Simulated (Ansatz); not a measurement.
Consider the ligand exchange at a B–C bond: `CB1C[SiH2]1` + HBr → `BrB1C[SiH2]1` + CH₄.

Gas-phase electronic energies from Ansatz, PBE0-D4/def2-TZVP geometries. CCSD(T)/CBS is the MP2 limit (def2-TZVPP, def2-QZVPP) plus CCSD(T) − MP2 in def2-TZVPP, frozen cores. This one scheme is used for every species. DFT in def2-TZVPP. B3LYP here is the variant with VWN-RPA as its local correlation; programs differ in this. HSE06 is defined as in plane-wave codes. For Br outer-core shells are correlated without core-valence functions, which leaves a few kJ/mol of doubt a bond. Scalar relativity is left out up to krypton.

```tsv
level	ΔE (kJ/mol)
r2SCAN-D4	-80.9
B97M-V	-78.2
B3LYP-D4	-79.2
HSE06-D4	-78.5
ωB97X-V	-77.7
PBE0	-77.9
CCSD/def2-TZVPP	-79.4
HF/CBS(def2)	-80.2
```

(1) What does CCSD(T)/CBS give? (An estimate is asked.)

(2) What do rigid-rotor, harmonic-oscillator terms from PBE0-D4/def2-TZVP frequencies (298.15 K, 1 bar) make of the CCSD(T)/CBS value? (Estimate.)

Largest T1 diagnostic among the species: 0.013.

## Answers

(1) Computed: -81.2 kJ/mol. The listed levels differ from it by 0.3, 3.0, 2.0, 2.7, 3.5, 3.3, 1.8, 1.0 kJ/mol.

(2) The calculation gave: ΔZPE = +8.3 kJ/mol, ΔH = -73.5 kJ/mol, ΔS = -12 J/(mol·K), ΔG = -69.8 kJ/mol.

Leaving LDA and LC-ωPBE aside and taking each functional with its dispersion term where it has one, the values, not all of them listed here, spread over 5.9 kJ/mol, from PBE-QIDH to CAM-B3LYP-D4. LDA lies +6.2 kJ/mol from PBE without D4.
